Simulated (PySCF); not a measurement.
Compound: C₃H₅GeN.
Structure used (PBE0-D3(BJ)/def2-SVP), in Å, numbered top down from 1:
```xyz
10
C3H5GeN angstrom
C     -1.707   -0.325   -0.094
C     -0.596   -0.220    0.640
Ge     0.979    0.689   -0.004
C      2.396   -0.611   -0.193
N      3.243   -1.396   -0.294
H     -1.784    0.100   -1.101
H     -2.597   -0.844    0.280
H     -0.563   -0.663    1.642
H      0.733    1.289   -1.394
H      1.517    1.733    0.983
```

Level of theory: MP2 and CCSD/aug-cc-pVDZ in PySCF, restricted Hartree–Fock reference, 13 core orbitals frozen, non-relativistic, gas phase, PBE0-D3(BJ)/def2-SVP geometry.

E(HF) = -2246.29001 Eh.

How large is the problem?

173 basis functions and 62 electrons; 13 orbitals frozen, which leaves o = 18 correlated occupied and v = 142 virtual orbitals. That is o·v = 2556 singles and o·v(o·v + 1)/2 = 3267846 distinct closed-shell doubles amplitudes before symmetry; the costliest CCSD step grows as o²v⁴ = 1.3 × 10^11.

What are the MP2 and CCSD correlation energies?

MP2 -0.6900 Eh and CCSD -0.7320 Eh, which gives totals of -2246.98000 and -2247.02196 Eh. That is 0.553 eV for each correlated electron at CCSD (1922 kJ/mol in all, 0.033 % of the total energy); MP2 gives 94.3 % of the CCSD value.

What is the T1 diagnostic?

0.0114, below the customary warning level of 0.02. It is the norm of the spatial-orbital singles amplitudes over the root of the number of correlated electrons, so the norm is 0.068.

How does correlation change the dipole moment?

HF gives 4.66 D and CCSD (unrelaxed density) 4.28 D, a change of -0.38 D.

No triples correction and no basis-set extrapolation were made.

The job also held the EOM ionisation roots. On Arm Neoverse V1, one thread, on a shared host, this took 9.6 min of wall time and 3.0 GiB of memory at its peak.

One conformer stands for the species.
